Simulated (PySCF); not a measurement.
# Polarisability and C₆ of Dy²⁺ (dysprosium, charge +2)

[Xe] 4f10, one real determinant. Calculation: PySCF 2.14, in x2c-TZVPPall with one added diffuse shell each of s, p, d, f type (12s8p8d5f2g, 129 functions); scalar relativity by spin-free X2C-1e. Coupled (time-dependent) response in atomic units; α is the mean over directions.

| method | mean α (bohr³) | α xx, yy, zz | C₆ (like pair) | S(−4) |
| --- | --- | --- | --- | --- |
| UHF | 7.348 | 7.293, 7.293, 7.457 | 40.07 | 46.94 |

S(−4) is the Cauchy moment in α(ω) = α(0) + S(−4) ω² + …

Spin-orbit coupling is absent.

α(iu) at UHF:

| u (hartree) | α(iu) (bohr³) |
| --- | --- |
| 0 | 7.348 |
| 0.0500 | 7.241 |
| 0.100 | 6.999 |
| 0.200 | 6.467 |
| 0.300 | 6.005 |
| 0.500 | 5.237 |
| 0.750 | 4.411 |
| 1.00 | 3.698 |
| 1.50 | 2.629 |
| 2.00 | 1.936 |
| 3.00 | 1.173 |
| 5.00 | 0.5860 |

For an ion, C₆ is the dispersion term alone; charge-induced terms of lower order in 1/R come first.

The components differ because the open shell of this determinant is not spherical; for a pure term their mean is the scalar polarisability.

⟨L²⟩ = 34.03 against 42 for a pure I term, so this real determinant mixes terms. Spin-orbit coupling, absent here, splits the open shell strongly.
